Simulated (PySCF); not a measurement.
C₃H₇NSi₂, SMILES N1=CC([SiH3])=C[SiH2]1.

Coordinates come from a PBE0-D3(BJ)/def2-SVP optimisation. The geometry has at least one imaginary mode, so it is a saddle point at that level. This is a generated structure with no PubChem entry under its InChIKey; it may be hypothetical.

Level of theory: PySCF with M06-2X/def2-TZVP.

The molecule is in vacuum.

```yaml
total_energy: -752.19765 hartree
point_group: Cs
highest_occupied_level: -8.78 eV
lowest_empty_level: -1.34 eV
orbital_gap: 7.44 eV
dipole_moment: 1.98 D
quadrupole, principal values (traceless, Buckingham form, about the centre of nuclear charge): -6.77, -0.50, 7.27 D·Å
mean_static_polarisability: 89.7 bohr³ (13.29 Å³)
polarisability_principal_values: 66.3, 83.9, 118.9 bohr³
```
